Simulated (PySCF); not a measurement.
Precursor series Hf H-SH. Gas-phase values, no solvent. One relaxed conformer stands for each flexible species; it need not be the lowest.

Quantity: redistribution energy (mixed species minus the weighted end members), in kcal/mol.

Case: 2 of 4 H replaced by SH: [Hf(H)2(SH)2]. The other species in the difference include [Hf(H)4] (neutral, multiplicity 1). Geometry of [Hf(H)2(SH)2] (neutral, multiplicity 1, Å):

```xyz
7

Hf    -0.0311    -0.1220     0.0512
H     -1.8471    -0.0864    -0.3072
H      0.6210    -1.8328    -0.2452
S      1.1457     1.4122    -1.4159
H      1.9313     0.3226    -1.7107
S      0.2552     0.4090     2.4104
H      1.0560     1.4805     2.1259
```

Predict the redistribution energy (mixed species minus the weighted end members) from TPSSh-D3(BJ)/def2-TZVP // BP86-D3(BJ)/def2-SVP (PySCF).

-0.39 kcal/mol.
